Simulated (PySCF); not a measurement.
# Correlation energy of Se+ (selenium, charge +1)

[Ar] 3d10 4s2 4p3, high-spin 4S determinant. Computed with PySCF 2.14 in aug-cc-pVQZ-DK (8s7p5d3f2g, 93 functions), with scalar relativity by spin-free X2C-1e. Frozen: [Ar] 3d10; 5 electrons correlated.

```csv
level,correlation energy (mhartree)
CCSD,-93.69
(T),-2.99
CCSD(T),-96.68
```

Diagnostics: T1 = 0.0027, D1 = 0.0054, largest double amplitude 0.038.

Q: Is a single reference adequate?

A: Yes, within this model without spin-orbit coupling: T1 lies below 0.03 and no double amplitude reaches 0.07.
